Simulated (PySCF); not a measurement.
## Checking a proposed structure

A compound C5H9NOSi gives the data below (simulated from a calculation) and was assigned the structure `[H]/N=C(\CO)CC#C[SiH3]`.

¹³C{¹H} NMR (computed): δ 151.3 (C), 121.1 (CH), 110.9 (CH), 100.2 (CH), 37.6 (CH3).

¹H NMR (400 MHz, computed): δ 6.36 (m, 1H), 6.19 (m, 1H), 5.77 (m, 1H), 5.08 (s, 3H), 3.68 (s, 3H).

- GIAO PBE0/pcSseg-1 shieldings
- GFN2-xTB structure
- run in PySCF
- no solvent model, no relativistic terms, single conformer, fast rotation and ring inversion assumed for equivalent nuclei

References, each an isolated molecule treated in the same way: ¹H (σ = 31.72 ppm), ¹³C (σ = 186.93 ppm) vs TMS.

Task: Compare with the shifts computed for the proposed structure, pairing carbons in order of shift.

Result: Atom-mapped SMILES (the numbers label the heavy atoms): `[H]/[N:1]=[C:2](\[CH2:3][OH:4])[CH2:5][C:6]#[C:7][SiH3:8]`. Hydrogens are named by the atom that carries them.

```json
{"atom": "C2", "computed for proposal": "180.4", "given list": "151.3", "difference": "+29.1"}
{"atom": "C6", "computed for proposal": "115.2", "given list": "121.1", "difference": "-5.9"}
{"atom": "C7", "computed for proposal": "82.3", "given list": "110.9", "difference": "-28.6"}
{"atom": "C3", "computed for proposal": "67.7", "given list": "100.2", "difference": "-32.5"}
{"atom": "C5", "computed for proposal": "31.8", "given list": "37.6", "difference": "-5.8"}
```

The rms difference is 23.6 ppm and the largest -32.5 ppm at C3 (sp3 CH2 bonded to O). The carbon types in order of shift don't match either: C, C, C, CH2, CH2 for the proposal against C, CH, CH, CH, CH3 in the data. The proposal doesn't fit.

Task: Which isomer fits?

Result: `Cn1ccc(O[SiH3])c1`.

Carbon types of the structure: 1 × C, 3 × CH, 1 × CH3, leaving 3 H on heteroatoms. δC 151.3: aromatic carbon bearing oxygen; the electronegative substituent deshields the carbon that carries it. δC 121.1, 110.9: aromatic CH next to a ring nitrogen. δC 100.2: aromatic CH; it is ortho or para to a lone-pair donor and shielded by resonance. δH 6.36, 6.19: hydrogen on an aromatic CH next to a ring nitrogen.

Other isomers checked: C[SiH2]c1ccc(N)o1 (rms 25.2 ppm); [SiH3]CCc1ncco1 (rms 37.7 ppm).

The data come from this structure; uniqueness wasn't tested.

Shifts are as computed. Against solution values, carbons near 30 ppm lie about +3 ppm off and those near 130 ppm about +5 ppm. Of 1211 compounds with measured shifts, 218 miss one by over three times the rms of a fit or turn the order of signals round; such compounds aren't used in these exercises. No couplings were computed; multiplicities are counted from neighbouring protons, with m where these are inequivalent, close in shift, in a saturated or five-membered ring or joined by F or P, and br s for small geminal =CH2 splittings.
